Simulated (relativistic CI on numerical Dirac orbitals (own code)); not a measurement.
## In IV: calculation against measurement

Calculated at this level of theory: Dirac-Coulomb-Breit CI, KLI orbitals optimised for each configuration, model QED (radiative potential, 1s self-energy scaled to tabulated hydrogen-like ionisation energies), valence Slater integrals scaled by 0.85, P86 correlation energy added to each configuration (own radial code, finite nucleus).

CI space (outside the closed core [Kr]): 4d10, 4d9 5s, 4d9 4f, 4d9 5p, 4d9 5d, 4d9 6s, 4d9 6p, 4d9 6d, 4d9 7s, 4d9 7p, 4d9 5f, 4d9 5g, 4d9 7d, 4d9 6f. Double excitations out of closed p, d and f shells are left out; levels of such configurations are missing from the list, as are those of other unlisted configurations, and high levels can miss mixing partners.

| Configuration | Term (tabulated) | J | Measured (cm⁻¹) | Computed | Error | Purity (%) |
| --- | --- | --- | --- | --- | --- | --- |
| 4d10 | 1S | 0 | 0.0 | 0 | 0 | 100 |
| 4d9 5s | 3D | 3 | 128641.4 | 133514 | 4872 | 100 |
| 4d9 5s | 3D | 2 | 130879.2 | 135767 | 4888 | 76 |
| 4d9 5s | 3D | 1 | 135791.4 | 140413 | 4622 | 100 |
| 4d9 5s | 1D | 2 | 138662.1 | 143573 | 4911 | 76 |
| 4d9 5p | 3P° | 2 | 193894.2 | 197260 | 3365 | 90 |
| 4d9 5p | 3F° | 3 | 196599.7 | 200174 | 3575 | 60 |
| 4d9 5p | 3P° | 1 | 200553.1 | 203461 | 2908 | 90 |
| 4d9 5p | 3F° | 4 | 201051.4 | 203901 | 2850 | 100 |
| 4d9 5p | 3F° | 2 | 202024.6 | 205213 | 3189 | 85 |
| 4d9 5p | 3P° | 0 | 204947.6 | 207567 | 2620 | 100 |
| 4d9 5p | 1D° | 2 | 205252.2 | 208760 | 3508 | 66 |
| 4d9 5p | 3D° | 3 | 205848.9 | 208989 | 3140 | 70 |
| 4d9 5p | 1P° | 1 | 208598.5 | 211999 | 3401 | 85 |
| 4d9 5p | 3D° | 1 | 211546.8 | 214497 | 2951 | 79 |
| 4d9 5p | 3D° | 2 | 212679.6 | 215715 | 3035 | 60 |
| 4d9 5d | 3S | 1 | 285946.9 | 285307 | -640 | 81 |
| 4d9 5d | 3P | 2 | 288732.1 | 288755 | 23 | 67 |
| 4d9 5d | 3G | 5 | 289432.9 | 288517 | -916 | 100 |
| 4d9 5d | 3D | 3 | 290845.9 | 289916 | -930 | 74 |
| 4d9 5d | 3P | 0 | 292068.6 | 292049 | -20 | 97 |
| 4d9 5d | 3F | 4 | 292221.8 | 291136 | -1086 | 78 |
| 4d9 5d | 3G | 3 | 296394.7 | 295320 | -1074 | 75 |
| 4d9 5d | 3D | 1 | 296723.8 | 296041 | -683 | 75 |
| 4d9 6s | 3D | 3 | 298643.9 | 297262 | -1382 | 100 |
| 4d9 5d | 3F | 2 | 298925.8 | 297774 | -1152 | 65 |
| 4d9 6s | 3D | 1 | 305793.7 | 304202 | -1592 | 100 |
| 4d9 5d | 1S | 0 | 309455.8 | 309917 | 461 | 88 |
| 4d9 6p | 3P° | 2 | 321515.5 | 319597 | -1918 | 86 |
| 4d9 6p | 3F° | 4 | 323452.2 | 321773 | -1680 | 100 |
| 4d9 6p | 3D° | 3 | 324925.2 | 323538 | -1388 | 81 |
| 4d9 4f | 3P° | 0 | 327893.1 | 331449 | 3556 | 97 |
| 4d9 4f | 3P° | 1 | 328547.4 | 332032 | 3484 | 90 |
| 4d9 6p | 3F° | 2 | 328806.5 | 327163 | -1643 | 80 |
| 4d9 4f | 3P° | 2 | 329640.5 | 333018 | 3377 | 66 |
| 4d9 6p | 3P° | 0 | 329773.4 | 327572 | -2202 | 97 |
| 4d9 4f | 3H° | 6 | 330512.3 | 333587 | 3074 | 100 |
| 4d9 4f | 3H° | 5 | 330858.3 | 334209 | 3351 | 56 |
| 4d9 6p | 3D° | 1 | 331368.5 | 329745 | -1624 | 86 |
| 4d9 6p | 3D° | 2 | 331916.2 | 330308 | -1608 | 60 |
| 4d9 4f | 3D° | 3 | 331945.4 | 335360 | 3414 | 62 |
| 4d9 4f | 3F° | 4 | 332541.6 | 335862 | 3320 | 79 |
| 4d9 4f | 3G° | 5 | 332819.1 | 336239 | 3420 | 75 |

Measured levels from measured levels as listed in Gamrath, thesis, University of Mons (2023); pairs were made by configuration, J and term (by order where the table uses no LS term), so strongly mixed levels may be paired wrongly.

Mean error by configuration (cm⁻¹): 4d9 5s 4823; 4d9 5p 3140; 4d9 5d -602; 4d9 6s -1487; 4d9 6p -1723; 4d9 4f 3375. Over the excited levels the mean absolute error is 2449 cm⁻¹ (42 of the 69 excited levels that our extract of the source holds in range could be paired, and the others can miss by more), and the median relative error of those above 1,000 cm⁻¹ is 1 %.
